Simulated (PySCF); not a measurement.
ClLi.

```xyz
2

Li     0.0000     0.0000    -1.7170
Cl     0.0000     0.0000     0.3030
```

Geometry: PBE0-D3(BJ)/def2-TZVPD.

These are PBE0/pcSseg-2 in PySCF values and carry that method's errors. Non-relativistic, no solvent.

Computed absolute GIAO shielding of each atom: isotropic value and principal components (ppm):
```
atom  σ(iso)    σ11    σ22     σ33   span
----  ------  -----  -----  ------  -----
Li1     87.6   77.7   77.7   107.5   29.9
Cl2   1013.6  945.8  945.8  1149.4  203.6
```
